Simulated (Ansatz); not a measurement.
# A geometry optimisation of CH6BIn with PBE0-D3(BJ)/def2-SVP

The starting geometry of this gas-phase singlet was optimised with GFN2-xTB.

```xyz
9

C    -0.0989   -1.4476    2.4037
B    -1.6850   -0.2174    0.8850
In    1.4780    0.0175    1.4508
H    -2.7620   -0.6724    0.9938
H    -1.4967    0.8607    1.3452
H    -1.0977   -0.4383   -0.1241
H    -0.4041   -1.3488    3.4532
H    -0.9929   -1.0644    1.8261
H    -0.0861   -2.5225    2.1848
```

Q: Where would you expect an optimisation with PBE0-D3(BJ)/def2-SVP to take it?

A: It rearranges, giving a structure with H5 bridging In3 and B2, H6 bridging B2 and In3, given below by its coordinates. Distances that change by over a tenth: B2–H8 (1.44 → 2.25 Å). Contacts that open: C1–In3 (2.35 → 2.96 Å). Contacts that close: C1–B2 (2.52 → 1.63 Å), B2–In3 (3.22 → 2.46 Å), In3–H5 (3.09 → 2.16 Å), In3–H6 (3.05 → 2.16 Å).

The energy falls by 2.20 eV over 20 steps:

| step | E − E(last) (eV) |
| --- | --- |
| 1 | 2.202 |
| 3 | 1.927 |
| 5 | 1.572 |
| 7 | 0.831 |
| 9 | 0.205 |
| 12 | 0.139 |
| 14 | 0.132 |
| 16 | 0.014 |
| 18 | 0.000 |
| 20 | 0.000 |

Final geometry (Å):

```xyz
9

C    -0.7802   -1.4907    2.2378
B    -1.2213   -0.4579    1.0627
In    0.8715    0.8009    1.3607
H    -2.2996   -0.6776    0.5418
H    -1.2828    0.7509    1.4812
H    -0.3754   -0.4313    0.1016
H     0.1987   -1.3310    2.7445
H    -1.5256   -1.4801    3.0487
H    -0.7308   -2.5165    1.8396
```

Frequencies at the end are all real (lowest 131 cm⁻¹). Atoms past krypton carry core potentials, without spin–orbit terms. Run with Ansatz 0.2.0, 93 s on 2 threads of Intel(R) Xeon(R) Processor @ 2.50GHz (Skylake/Cascade Lake), with other jobs on the host.
